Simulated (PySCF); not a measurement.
Isomers of C3H8O2Si. Level of theory: PBE0-D3(BJ)/def2-SVP geometry optimisation, gas phase in PySCF. Energies are electronic, without zero-point or thermal terms, for one conformer each. No frequencies were run at this level. Point groups hold within 0.08 Å.

Task: Order them by energy at this level, lowest first, and give relative energies in kcal/mol.
A. SiH2Me(OAc) (`[H][Si]([H])(C)OC(C)=O`)
B. `[CH2:1]=[CH:2][CH2:3][SiH:4]([OH:5])[OH:6]` with C1–C2–C3–Si4 94°, C2–C3–Si4–O5 -50°, C3–Si4–O5–H 37°, C3–Si4–O6–H -175°
C. `[O:1]=[C:2]([OH:3])[CH2:4][CH2:5][SiH3:6]` with O1–C2–O3–H -1°, O1–C2–C4–C5 -23°, C2–C4–C5–Si6 52°
D. `[SiH3:1][O:2][CH:3]1[CH2:4][O:5][CH2:6]1` with Si1–O2–C3–C4 -91°, O2–C3–C4–O5 -124°, C3–C4–O5–C6 10°, C4–O5–C6–C3 -10°, O2–C3–C6–O5 127°
E. `[CH3:1]/[CH:2]=[CH:3]\[O:4][SiH2:5][OH:6]` with C2–C3–O4–Si5 -170°, C3–O4–Si5–O6 76°, O4–Si5–O6–H 64°

Result: B (0.0), A (3.6), E (13.6), C (30.5), D (62.6).

As drawn, the lowest has an O–H bond, an Si–C bond and a C=C bond outside aromatic rings, which the highest lacks; the highest has a four-membered ring, which the lowest lacks.

| SMILES | E (Eh) | E rel (kcal/mol) | dipole (D) | point group | A, B, C (MHz) |
| --- | --- | --- | --- | --- | --- |
| C=CC[SiH](O)O | -558.43687 | 0.0 | 0.57 | C1 | 4407, 1976, 1710 |
| [H][Si]([H])(C)OC(C)=O | -558.43114 | 3.6 | 2.35 | – | 7074, 1578, 1332 |
| C/C=C\O[SiH2]O | -558.41526 | 13.6 | 0.88 | C1 | 7721, 1230, 1228 |
| O=C(O)CC[SiH3] | -558.38823 | 30.5 | 2.41 | C1 | 6093, 1676, 1389 |
| [SiH3]OC1COC1 | -558.33707 | 62.6 | 1.89 | C1 | 9150, 1478, 1356 |

Task: As an exercise, what shares would exp(−E/RT) give at 1000 K from these electronic energies alone (no entropy, no degeneracies)?

Result: RT = 1.987 kcal/mol: C=CC[SiH](O)O 85.9 %, [H][Si]([H])(C)OC(C)=O 14.1 %, C/C=C\O[SiH2]O 0.1 %, O=C(O)CC[SiH3] under 0.1 %, [SiH3]OC1COC1 under 0.1 %.
